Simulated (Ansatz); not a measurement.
Spin states of HfO2 (SMILES [O]=[Hf]=[O]), each relaxed at B3LYP-D3(BJ)/def2-TZVP; lowest solutions found, singlets restricted, no spin–orbit coupling, no relativity up to Kr.
Multiplicity 1 (charge 0, multiplicity 1):
```json
[
 {"atom": "Hf", "x (Å)": "0.4121", "y (Å)": "-0.3429", "z (Å)": "0.4086"},
 {"atom": "O", "x (Å)": "0.8739", "y (Å)": "0.3743", "z (Å)": "-1.1646"},
 {"atom": "O", "x (Å)": "-1.3192", "y (Å)": "0.0159", "z (Å)": "0.6858"}
]
```
Multiplicity 3 (charge 0, multiplicity 3):
```xyz
3

Hf     0.4598    -0.3832     0.4569
O      0.8230     0.3900    -1.1659
O     -1.3159     0.0405     0.6386
```

The values were computed with Ansatz (Gaussian orbitals).  In def2 rows elements past Kr take small-core potentials, without spin–orbit coupling.

The energy of multiplicity 3 less that of multiplicity 1 (kcal/mol) and the share of exact exchange:

```csv
functional,exact exchange (%),value
PBE/def2-TZVPP,0,29.47
PBE0/def2-TZVPP,25,30.64
BLYP/def2-TZVPP,0,26.67
B3LYP/def2-TZVPP,20,28.52
BHLYP/def2-TZVPP,50,26.85
r2SCAN/def2-TZVPP,0,28.35
r2SCANh/def2-TZVPP,10,28.59
```

Question: Take the value as linear in the share of exact exchange along PBE and PBE0. Give the slope, say whether the sign turns, and set the other functionals against that line.

Answer: 
Slope: (30.64 − (29.47))/2.5 = 0.47 kcal/mol for each 10 %. The line keeps its sign from 0 to 100 %. At 50 % it gives 31.8 kcal/mol. The LYP pair gives (26.85 − (26.67))/5 = 0.04 for each 10 %. BHLYP, at 50 %, lies -5.0 from the PBE line. B3LYP, at 20 %, lies -1.9 from the PBE line. r2SCAN, with none, stands -1.1 from PBE. The r2SCAN pair gives 0.24 for 10 %.

Ansatz is a program for electronic structure.
